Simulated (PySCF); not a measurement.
Species: [Ag(NH3)2]+ (charge +1 and singlet state).
Bonds: Ag1–N2, Ag1–N6. Hydrogens: H3, H4, H5 on N2; H7, H8, H9 on N6.

Computed with PBE0-D3(BJ)/def2-SVP geometry optimisation, gas phase, def2 core potentials past Kr (PySCF 2.14.0).

Task: How far are the bound atoms from Ag1?

Result: 2 atoms: N6 2.143 Å, N2 2.143 Å. The nearest atom not counted as bound is H7, at 2.70 Å (others tie with it).

Task: What is the shape at Ag1?

Result: Linear: angle 179.7°.

Task: What are the other bond lengths?

Result: N2–H3 and 5 like bonds 1.022 Å.

Charge +1, singlet. No frequency check.


Species: H2Te2.
Geometry (PBE0-D3(BJ)/def2-SVP, Å), atoms numbered from 1 in this order:
```xyz
4
H2Te2 angstrom
Te    -0.023    1.060   -1.015
Te    -0.145   -1.491   -0.090
H     -0.963    1.713    0.201
H      1.214   -1.373    0.873
```

Theory: PBE0-D3(BJ)/def2-SVP geometry optimisation, gas phase, def2 core potentials past Kr in PySCF.

Which atoms are bound to Te1, and at what distances?

2 atoms: H3 1.670 Å, Te2 2.717 Å. The nearest atom not counted as bound is H4, at 3.32 Å.

What is the shape at Te1?

Bent: angle 95.4°.

Point group: C2 (tolerance 0.08 Å). Charge 0, singlet. Not checked by PBE0-D3(BJ)/def2-SVP frequencies.
